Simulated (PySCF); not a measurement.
## Simulated absorption spectrum

C₆H₁₄AlF₂N.
Atom-mapped SMILES: `[CH3:1][N+:2]1([CH3:3])[AlH2-:4][CH2:5][CH2:6][C@H:7]1[CH:8]([F:9])[F:10]` (hydrogens: H11, H12, H13 on C1; H14, H15, H16 on C3; H17, H18 on Al4; H19, H20 on C5; H21, H22 on C6; H23 on C7; H24 on C8)

Method: TDDFT CAM-B3LYP/def2-SVPD, vertical, gas phase, core orbitals frozen in the response (PySCF 2.14.0, density-fitted response routines). The structure is a single PBE0-D3(BJ)/def2-SVP conformer in the gas phase; no vibrational or solvent corrections.

Each state is given a Gaussian of 0.4 eV full width at half maximum, with ε(max) = 2.175×10⁸ f / Δν̃ (Δν̃ the width in cm⁻¹). The width is an assumption, not a result. The curve ends short of the highest state used, and states not computed would add to its high-energy end.

E (eV), ε (L mol⁻¹ cm⁻¹) and a bar:
```
     5.93          3 
     5.97          8 
     6.00         14 
     6.04         28 
     6.08         54 
     6.11         86 
     6.15        151 
     6.19        251 #
     6.22        356 #
     6.26        540 ##
     6.30        777 ##
     6.33        987 ###
     6.37       1298 ####
     6.40       1543 #####
     6.44       1859 ######
     6.48       2134 ######
     6.51       2294 #######
     6.55       2427 #######
     6.59       2456 #######
     6.62       2409 #######
     6.66       2267 #######
     6.70       2057 ######
     6.73       1877 ######
     6.77       1637 #####
     6.80       1482 ####
     6.84       1345 ####
     6.88       1326 ####
     6.91       1414 ####
     6.95       1693 #####
     6.99       2178 #######
     7.02       2681 ########
     7.06       3528 ###########
     7.10       4545 ##############
     7.13       5385 ################
     7.17       6545 ####################
     7.20       7395 ######################
     7.24       8420 #########################
     7.28       9232 ############################
     7.31       9650 #############################
     7.35       9906 ##############################
     7.39       9793 ##############################
     7.42       9473 #############################
     7.46       8773 ###########################
     7.49       8086 ########################
```

(1) Locate the maxima and give the states behind the curve.

(2) Coming from long wavelengths, where does ε first pass 100 L mol⁻¹ cm⁻¹?

(3) On this curve, what absorbance would a 10⁻³ mol/L sample give at 193 nm over a 1 cm path?

## Answers

(1) 188 nm (6.58 eV), ε about 2500, made up of S1 (72%) and S2 (27%); 168 nm (7.36 eV), ε about 9900, made up of S4 (21%), S5 (50%) and S6 (25%) (ε in L mol⁻¹ cm⁻¹; maxima over ε = 5, shares over 10%). The states used: S1 6.53 eV (f 0.027); S2 6.70 eV (f 0.013); S3 6.76 eV (f 0.0006); S4 7.21 eV (f 0.046); S5 7.35 eV (f 0.074); S6 7.47 eV (f 0.047); S7 7.52 eV (f 0.0075); S8 7.83 eV (f 0.0079); S9 7.96 eV (f 0.028); S10 8.09 eV (f 0.0012).

(2) At about 203 nm (6.12 eV), 0.41 eV below S1.

(3) 193 nm is 6.424 eV, where ε is about 1700 L mol⁻¹ cm⁻¹, so A = ε c l ≈ 1.7 (Beer–Lambert, with the gas-phase spectrum and the assumed width).

The vertical ionisation energy (ΔSCF) is 9.05 eV, 0.96 eV above S10.

Without π bonds the low states are Rydberg-like; a valence basis with one diffuse set may place them up to an eV too high.
